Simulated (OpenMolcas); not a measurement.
# Ru3+: effect of the metal basis

Ru3+ with its 6 nearest chloride ions at 2.503 Å, on the Y site of Cs2NaYCl6 (a = 10.7396 Å, distance in the model lattice 2.619 Å). The rest of the host is ab initio model potentials to 7.6 Å and point charges beyond; the distance is set by hand and nothing relaxes.

```json
{
 "Program": "OpenMolcas 26.06",
 "Method": "CASSCF",
 "Spin-orbit coupling": "RASSI with atomic mean-field integrals over the reference wave functions"
}
```

Fixed: ligand basis ANO-RCC-VDZP, active space 5 electrons in 5 orbitals (4d), DKH2 Hamiltonian.

States (labels of O, the rotations of Oh). Energies in cm-1 above the lowest state or level, χT in cm3 K/mol; 10Dq and B are least-squares fits to the states below 45000 cm-1, weighted by degeneracy, with a free offset, and given where the rms deviation is under 5 % of |10Dq| (or 100 cm-1) and under 700 cm-1.

| Run | Metal basis | Ground state | 10Dq | B (rms of fit) | First gap with spin-orbit (degeneracies) | χT at 300 K | First state of another spin | Cost |
| --- | --- | --- | --- | --- | --- | --- | --- | --- |
| A | ANO-RCC-VDZP | 6A1 | 15781 | 660 (623) | 8.6 (2, 4) | 4.309 | 2T2 7085 | roughly 80 core-seconds |
| B | ANO-RCC-VTZP | 6A1 | 15557 | 673 (605) | 5.2 (2, 4) | 4.327 | 2T2 8343 | roughly 110 core-seconds |

Against A, |10Dq| changes by -1.4 % in B.

Costs are those of the RASSCF and RASSI steps.

Without dynamic correlation the repulsion within the d shell is too large (B by tens of per cent), so at a given field states of lower spin stand too high. This shell can be high or low spin here, a state of another spin lies low, and with metal d orbitals alone active their balance is uncertain, so the ground spin may be wrong. With metal d orbitals alone the field can be off either way by tens of per cent. Ligand-to-metal charge-transfer states are missing. With no ligand orbital active B as a rule stays too high, so bands that hang on it stand too high and its fall with covalency is understated. The least metal-like active orbital is 79 % on the metal (Löwdin) and no ligand orbital is active, so the numbers are rough (holds for A). The least metal-like active orbital is 82 % on the metal (Löwdin) and no ligand orbital is active, so the numbers are rough (holds for B). No measured value stands beside these numbers; the geometry was set by hand and not optimised.
